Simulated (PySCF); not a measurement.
Compound: C8H14NP.
Numbering: `[CH3:1][CH:2]([CH3:3])[P:4]([CH2:5][C:6]#[N:7])[CH:8]1[CH2:9][CH2:10]1`

NICS = −σ at a ghost point: NICS(0) at the centroid of the ring atoms, NICS(1) 1 Å to either side along the normal of their mean plane, zz for the tensor component along that normal. Level: GIAO PBE0/pcSseg-1 (PySCF, non-relativistic, gas phase) on the GFN2-xTB geometry, one conformer.

Ring bond lengths (Å), with Mayer bond orders in brackets: C8–C9 1.504 (0.94), C9–C10 1.490 (0.99), C10–C8 1.503 (0.94).

What do the NICS probes read (ppm)?

| ring | type | NICS(0) | NICS(1), two faces | NICS(1)zz, two faces | rms pucker (Å) | centre to ring atoms, mean (Å) |
| --- | --- | --- | --- | --- | --- | --- |
| C8–C9–C10 | 3-membered carbocycle; formal bonds all single | -43.7 | -8.7 / -8.5 | -21.5 / -23.6 | 0.00 | 0.87 |

What can be read from them?

- C8–C9–C10: mean NICS(1)zz -22.6 ppm, shielded. C8, C9, C10 have four or more neighbours, so the value isn't read as a sign of a π ring current. NICS(0) lies 35 ppm below the mean NICS(1).

At the second NICS(1) probe listed for ring C8–C9–C10, 1 Å off the ring, what do the in-plane components average?

The isotropic value is a third of the trace: (3 × -8.5 − (-23.6))/2 = -0.9 ppm.

List the ring angles and the Hirshfeld charges of the ring atoms.

- C8–C9–C10: C8 59.4° (-0.090 e), C9 60.3° (-0.089 e), C10 60.3° (-0.088 e); sum 180.0° against 180° for a flat convex ring.

Shape of the structure used: `[CH3:1][CH:2]([CH3:3])[P:4]([CH2:5][C:6]#[N:7])[CH:8]1[CH2:9][CH2:10]1`: C1–C2–P4–C5 -73°, C2–P4–C5–C6 -167°, C2–P4–C8–C9 -105°.
